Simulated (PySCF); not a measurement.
cyclohexane cation (C₆H₁₂), SMILES C1CCCCC1 (connectivity only; charge and spin as stated), charge +1, multiplicity 2. Atoms are numbered in the order given.

```xyz
18

C      1.5164     0.2347     0.0000
C      0.6906    -0.2657     1.2234
C     -0.6906     0.2657     1.2234
C     -1.5164    -0.2347     0.0000
C     -0.6906     0.2657    -1.2234
C      0.6906    -0.2657    -1.2234
H      1.5850     1.3323     0.0000
H      2.5300    -0.1862     0.0000
H      1.2891     0.1524     2.0688
H      0.7216    -1.3629     1.2937
H     -0.7216     1.3629     1.2937
H     -1.2891    -0.1524     2.0688
H     -2.5300     0.1862     0.0000
H     -1.5850    -1.3323     0.0000
H     -1.2891    -0.1524    -2.0688
H     -0.7216     1.3629    -1.2937
H      0.7216    -1.3629    -1.2937
H      1.2891     0.1524    -2.0688
```
Charge +1, spin multiplicity 2.

The structure is a stationary point at PBE0-D3(BJ)/def2-SVP. The geometry has at least one imaginary mode, so it is a saddle point at that level. The spin state was assumed, not searched. The values are those of a single conformer.

These are TDA-CAM-B3LYP/def2-SVPD (PySCF) values and carry that method's errors.

Vertical excitations. Isolated molecule, no solvent.

### Question
Estimate the UV-visible absorptions. (An estimate is asked for; the answer gives what the named calculation found.)

### Answer

```csv
state,energy (eV),λ (nm),f,main pairs
root 1,1.64,757,0.000,β HOMO→LUMO 95 %
root 2,1.97,629,0.000,β HOMO−2→LUMO 95 %
root 3,2.48,500,0.001,β HOMO−3→LUMO 98 %
root 4,2.69,461,0.001,β HOMO−4→LUMO 99 %
root 5,2.81,441,0.132,β HOMO−1→LUMO 96 %
root 6,3.38,367,0.100,β HOMO−5→LUMO 94 %
```
Unrestricted roots are not spin-pure.
